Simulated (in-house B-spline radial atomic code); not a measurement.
# RPA and G0W0 on LDA VWN5: Os⁸⁺

Configuration [Xe] 4f14, mean-field start LDA VWN5. Computed with an all-electron radial atomic-structure program (B-spline basis): all electrons, scalar-relativistic (spin-free one-electron X2C), finite nucleus, each spin shell either full or empty, empty states to l = 9 with an (l + 1/2)⁻⁴ tail; G0W0 by contour deformation at full frequency.

Without the two-electron picture change, the correlation of inner shells comes somewhat too large for so heavy an element.

Command:
```bash
python run_gw.py task.json out
```
Settings (radii: box in bohr, nucleus in fm):
```
Z                        76
electrons                68
configuration            [Xe] 4f14
hamiltonian              x2c
method                   lda,vwn
lmax                     9
rms_radius               5.4126
spin_polarised           False
box_radius               7.7
intervals                65
```

Run time, properties included: 6.4 s on 1 thread of Arm Neoverse N1 (shared host).

Energies (hartree):

```csv
term,value
mean-field total,-17229.67549
Hartree-Fock functional on these orbitals,-17235.43260
direct second order,-7.2543
second-order exchange,1.8005
SOSEX correction,1.6873
```

(1) What is the RPA correlation energy, and what remains with SOSEX?

Quasi-particle levels (eV):

```
level  occupied  mean field  Σx - vxc     Σc  QP weight     G0W0
   5p       yes     -162.80     -9.54      ?          ?        ?
   4f       yes     -170.02    -20.75   4.53      0.949  -186.23
   5d        no     -109.39      9.80  -2.14      0.977  -101.73
```

G0W0 = mean field + (Σx - vxc) + Σc, with Σc (partial-wave tail included) taken at the quasi-particle energy. Only the outer levels were computed. Levels of low weight are left out.

(2) Where does G0W0 put 5p?

## Answers

(1) RPA gives -6.3263 hartree (-2.53 eV per electron); RPA + SOSEX gives -4.639, and the second-order doubles -5.4538 hartree (no singles). RPA lacks exchange-type terms and so overcorrelates at short range.

(2) At -173.25 eV, with Σc = -0.90 eV and a quasi-particle weight of 0.969. The tabulated removal energy is 168.7 ± 0.5 eV (NIST, semi-empirical); the calculation leaves out spin-orbit coupling, Breit and QED terms, and what these don't explain is the method's own error.
